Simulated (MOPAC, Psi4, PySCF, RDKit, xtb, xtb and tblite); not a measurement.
Two geometries of SMILES [SiH2](C#N)B, relaxed at GFN2-xTB with one dihedral held; other torsions can differ between them too.

Structure A

```
8

B     -1.4995     0.1148     0.2344
Si     0.3015    -0.5832    -0.0724
C      1.2709    -0.8025     1.5173
N      1.8459    -0.9278     2.5013
H     -1.9075     0.3618     1.3016
H     -2.2192     0.3031    -0.6686
H      1.2010     0.2813    -0.8584
H      0.3768    -1.9325    -0.6621
```

Structure B

```
8

B      1.4719     0.1184     0.2637
Si    -0.3023    -0.6212    -0.0966
C     -1.5488     0.7279     0.2916
N     -2.2891     1.5687     0.5333
H      1.8591     0.2590     1.3585
H      2.1842     0.4588    -0.5992
H     -0.6604    -0.9807    -1.4794
H     -0.7670    -1.7330     0.7509
```

Which is lower in energy at the level DF-MP2 (frozen core)/cc-pVTZ // GFN2-xTB (Psi4), and by how much?

A is lower, by 3.18 kJ/mol (dihedral H5–B1–Si2–C3: 0° in A, 75° in B).

E(B) − E(A) in kJ/mol at the other levels, on the same two geometries: GFN2-xTB (xtb and tblite) -0.52; B3LYP/def2-TZVP // GFN2-xTB (Psi4) 4.11; B3LYP-D3(BJ)/def2-TZVP // GFN2-xTB (Psi4) 3.97; PBE/def2-TZVP // GFN2-xTB (Psi4) 4.62; PBE-D3(BJ)/def2-TZVP // GFN2-xTB (Psi4) 4.54; HF/cc-pVTZ // GFN2-xTB (Psi4) 3.16; UFF // GFN2-xTB (RDKit) 4.13; PM3, restricted, heats of formation // GFN2-xTB (MOPAC) 14.42; PM7, restricted, heats of formation // GFN2-xTB (MOPAC) 4.39; GFN1-xTB // GFN2-xTB (xtb) -1.65; restricted B3LYP/6-31G*, spherical d // GFN2-xTB (PySCF) 3.98; restricted MP2 (frozen core)/3-21G // GFN2-xTB (PySCF) 7.38; restricted Hartree-Fock/LANL2DZ, with its core potentials past Ne // GFN2-xTB (PySCF) 5.27; restricted MP2 (frozen core)/6-31G*, spherical d // GFN2-xTB (PySCF) 3.98.
